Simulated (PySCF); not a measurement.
Species: sum formula TaO$_{4}$H$_{3}$, charge 1, multiplicity 2. The spin state was set by rule; other spins were not relaxed. SMILES of the parent species: [Ta]([OH])(=[O])([OH])[OH]
Coordinates optimised at B3LYP-D3(BJ)/def2-TZVP (Ansatz):
```
Ta
O 1 1.8346
H 2 0.9627 1 173.02
O 1 1.8369 2 110.95 3 -115.00
H 4 0.9642 1 167.56 2 -56.88
O 1 1.8369 2 110.95 3 115.00
H 6 0.9642 1 167.56 2 56.88
O 1 1.9093 2 110.05 3 0.00
```
Charge +1, spin multiplicity 2.

Dispersion corrections to the total energy (kcal/mol) from the dftd3 and dftd4 libraries through PySCF: D3(BJ) without and D4 with the three-body term, each with the damping fitted for the functional named.

| functional | D3(BJ) | D4 |
|---|---|---|
| CAM-B3LYP | -2.80 | -2.77 |
| B2PLYP | -3.02 | -2.20 |
| LC-wPBE | -3.23 | -3.58 |
| revPBE | -7.03 | [?] |
| HF | [?] | -9.92 |
| TPSSh | -3.71 | -3.84 |
| B2GP-PLYP | [?] | -1.36 |

### Question
Complete the blanks.

### Answer

- revPBE, D4: -8.16
- HF, D3(BJ): -25.35
- B2GP-PLYP, D3(BJ): -3.57
